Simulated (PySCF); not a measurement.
PySCF input for silicon monosulfide anion (SSi), SMILES [Si]=S (connectivity only; charge and spin as stated), charge -1, multiplicity 2, PBE0-D3(BJ)/def2-TZVPD. Geometry: PBE0-D3(BJ)/def2-TZVPD. The multiplicity is an assumed one; other spin states were not compared.

```python
import numpy as np
from pyscf import gto, scf, dft, df
from pyscf.hessian import thermo

mol = gto.M(
    atom='''
    Si    0.00000000    0.00000000   -1.08251670
    S     0.00000000    0.00000000    0.94720211
    ''',
    basis='def2-TZVPD',
    charge=-1,
    spin=1,
    max_memory=1600,
    verbose=3,
)
mf = dft.UKS(mol, xc='pbe0').density_fit(auxbasis='def2-universal-jkfit')
mf.disp = 'd3bj'
mf.grids.level = 3
mf.conv_tol = 1e-11
mf.max_cycle = 100
mf.kernel()
fine, coarse = mf.grids, dft.Grids(mol).set(level=1).build(with_non0tab=True)
for _ in range(3):  # follow internal instabilities
    mf.grids = coarse
    mo, _, stable, _ = mf.stability(return_status=True, nroots=4)
    mf.grids = fine
    if stable:
        break
    mf.kernel(mf.make_rdm1(mo, mf.mo_occ))

# [left out here: the lines that compute and print the analytic Hessian (its translational invariance restored by hand, since the grid's response is missing), thermochemistry and intensities]
```

It prints:

```

WARN: HOMO -0.105105565539222 >= LUMO -0.105105565539221

converged SCF energy = -687.474473543245  <S^2> = 0.75739091  2S+1 = 2.0073773
<class 'pyscf.df.df_jk.DFUKS'> wavefunction is stable in the internal stability analysis

WARN: DFTD3 does not support analytical Hessian, using finite difference


WARN: Mole.unit (angstrom) is changed to Bohr

Mode                                 0
Irrep
Freq [cm^-1]                      621.2912
Reduced mass [au]                  29.8109
Force const [Dyne/A]                6.7798
Char temp [K]                     893.8997
Normal mode                   x     y     z
       0  Si                 0.00  0.00 -0.14
       1   S                 0.00  0.00  0.12
temperature 298.1500 [K]
pressure 101325.00 [Pa]
Rotational constants [GHz] inf 8.19421 8.19421
Symmetry number 1
Zero-point energy (ZPE) 0.00142 [Eh]   3716.147 [J/mol]
                           tot       elec      trans        rot        vib
Entropy [J/mol/K]       230.783      5.763    159.839     63.447      1.734
Cv [J/mol/K]             24.916      0.000     12.472      8.314      4.130
Cp [J/mol/K]             33.230      0.000     20.786      8.314      4.130
Internal energy [J/mol]                      3718.434   2478.956   4106.324
Internal energy [Eh]   -687.47055  -687.47447
Enthalpy [J/mol]                             6197.391   2478.956   4106.324
Enthalpy [Eh]          -687.46960
Gibbs free energy [J/mol]                  -41458.703 -16437.663   3589.308
Gibbs free energy [Eh] -687.49581
mode   freq/cm-1   IR/(km/mol)
   1      621.29        87.891
max |gradient| / (hartree/bohr): 4.592926992930065e-06
APT charges: [-0.1179 -0.8821]
```

The calculation finished and met its thresholds.
